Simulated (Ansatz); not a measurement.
Saddle point of GePH7S, singlet (GePH₇S ([SH][PH3][GeH3]) → GePH₅ ([PH2][GeH3]) + H₂S; bonds formed: S2–H6; bonds broken: S2–P7, H6–P7), PBE0-D4/def2-TZVP structure:

```
10
angstrom
Ge -1.0440 0.9477 -0.3441
S 1.8109 0.7875 0.9896
H -0.2459 1.6102 -1.4583
H -1.0913 1.6699 0.9972
H -2.4852 0.6413 -0.8276
H 0.6490 -0.9956 1.2827
P -0.1284 -1.1329 0.0774
H 2.7558 0.1019 0.3241
H 0.8297 -1.4179 -0.9002
H -1.0507 -2.2119 -0.1410
```

Energies are electronic, without zero-point energy. Barriers and step energies count from the start structure reached by relaxing down the imaginary mode; all methods use the PBE0-D4 structures, on which another method's saddle can fall below an end. Computed with Ansatz 0.2.0 (basis: def2-TZVPP, with def2-QZVPP for the basis limit); correlated methods freeze the cores. Filled d shells of the heavier atoms are correlated. The def2 sets are not built for correlating such inner shells, so the correlated values are less sure here. B3LYP uses VWN-RPA correlation. Extrapolation: Hartree–Fock as exp(−7.88 √X), correlation as X^−2.97.

```tsv
method	barrier (eV)	step energy (eV)
SPW92	0.327	-0.872
PBE-D4	0.370	-1.020
BLYP-D4	0.344	-1.140
r2SCAN-D4	?	-1.061
B97M-V	0.446	-1.248
PBE0-D4	0.452	-1.074
B3LYP-D4	0.413	-1.181
r2SCAN0-D4	?	-1.106
BHLYP-D4	?	-1.235
CAM-B3LYP-D4	0.462	-1.259
wB97X-V	0.521	-1.225
wB97M-V	0.479	-1.283
B2PLYP	0.440	-1.264
PBE-QIDH	0.503	-1.144
RPA on PBE	0.490	-1.373
HF	0.512	-1.570
MP2	0.514	-1.214
CCSD	0.506	-1.395
CCSD(T)	0.480	-1.337
```

**Question.** Fill in the withheld barriers. (Judge from chemistry; the value comes from the calculation.)

**Answer.** The calculation gives: r2SCAN-D4 0.421; r2SCAN0-D4 0.478; BHLYP-D4 0.486 eV. Each is the energy of the saddle less that of the start structure, by the same method.

For comparison, the barrier by CCSD(T) at an estimated basis limit (MP2 extrapolated from triple and quadruple zeta, plus CCSD(T) − MP2 in triple zeta) is 0.452 eV.

The T1 diagnostic stays at or below 0.015.

Labels in which every atom is bracketed show which atoms are joined, not bond orders.

For scale, one of the runs: CCSD(T)/def2-TZVPP, 230 basis functions, launched by `ansatz run in.yaml --threads 4 --pin off --events-out ev --progress --plain --max-ram 9574MiB`. The run took 110 s on 4 CPU threads of an Arm Neoverse V1 (shared host), with 3.6 GiB of host memory at its peak.
